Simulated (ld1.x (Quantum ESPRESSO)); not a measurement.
## Which change was made? (S, RRKJ)

sulfur, norm-conserving RRKJ (Kleinman–Bylander form), made with ld1.x (Quantum ESPRESSO) 7.5 (PBE, non-relativistic). Core [Ne], reference 3s2 3p4. Waves: 3p (bound): rc 1.40 bohr; 3s (bound): rc 1.05 bohr. Local part: the s channel. Core correction: none. rho0 = 0.005.

Cutoffs, loose and tight: the cutoffs (Ry, on a coarse ladder) from which the occupation-weighted sum of valence levels, in a spherical-Bessel basis at the reference potential, stays within 10 and 1 mRy of its value at 400 Ry. They do not see the model core or the augmentation charge, which bear on the density cutoff. Test errors are all-electron minus pseudo excitation energies from the reference, over the configurations 3s2 3p3; 3s2 3p2; 3s2 3p1; 3s1 3p4; 3s2 3p0; 3s2 3p4.3; 3s2 3p3.5; variants that change the core or the reference have their own tests.

The base gives: outcome: generated; cutoff, loose: 80 Ry; cutoff, tight: 200 Ry; bound ghosts: none; largest test error (meV): +333.

After one change the result is: outcome: generated; cutoff, loose: over 300 Ry; cutoff, tight: over 300 Ry; bound ghosts: s (extra level of the local part); largest test error (meV): +1140. Which change was it?
A. all radii scaled by about 0.76 (s 0.80, p 1.06 bohr)
B. all radii scaled by about 1.40 (s 1.46, p 1.96 bohr)
C. all radii scaled by about 1.05 (s 1.10, p 1.48 bohr)

A. The others give: all radii scaled by about 1.05 (s 1.10, p 1.48 bohr) → outcome: generated; cutoff, loose: 60 Ry; cutoff, tight: 140 Ry; bound ghosts: none; largest test error (meV): +302 | all radii scaled by about 1.40 (s 1.46, p 1.96 bohr) → outcome: generated; cutoff, loose: 40 Ry; cutoff, tight: 60 Ry; bound ghosts: none; largest test error (meV): +245.
